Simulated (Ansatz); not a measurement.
`N=C[SiH2]O` + `N#CN` → `N#CN[SiH2]O` + `C=N`  (ligand exchange at the Si–C bond)

Program: Ansatz. Geometries: PBE0-D4/def2-TZVP. ΔE: electronic, gas phase. CBS: MP2 limit from def2 TZ/QZ plus the TZ coupled-cluster correction, frozen cores. This one scheme is used for every species. DFT in def2-TZVPP. B3LYP here is the variant with VWN-RPA as its local correlation; programs differ in this. One conformer a species, not always the lowest.

Question: Is it downhill or uphill in electronic energy at CCSD(T)/CBS, and by how much? (An estimate is asked.)

Answer: Computed: Downhill: ΔE = -17.2 kcal/mol.

Question: What do these levels give: B3LYP-D4, BHLYP-D4, CAM-B3LYP-D4, ωB97M-V, PBE, BLYP, B3LYP, CAM-B3LYP, CCSD/def2-SVP, MP2/def2-TZVPP, HF/def2-QZVPP, SCS-MP2/def2-QZVPP? (An estimate is asked.)

Answer: Computed: B3LYP-D4 -16.9, BHLYP-D4 -18.0, CAM-B3LYP-D4 -17.2, ωB97M-V -16.5, PBE -14.6, BLYP -16.4, B3LYP -16.9, CAM-B3LYP -17.1, CCSD/def2-SVP -16.2, MP2/def2-TZVPP -18.1, HF/def2-QZVPP -20.0, SCS-MP2/def2-QZVPP -18.4 kcal/mol.

Largest T1 diagnostic among the species: 0.014.

Leaving LDA and LC-ωPBE aside and taking each functional with its dispersion term where it has one, the values, not all of them listed here, spread over 3.5 kcal/mol, from BHLYP-D4 to PBE-D4. LDA lies +1.1 kcal/mol from PBE without D4. From BLYP to BHLYP (50 % exact exchange), in def2-TZVPP and without D4, ΔE moves by −1.6 kcal/mol.
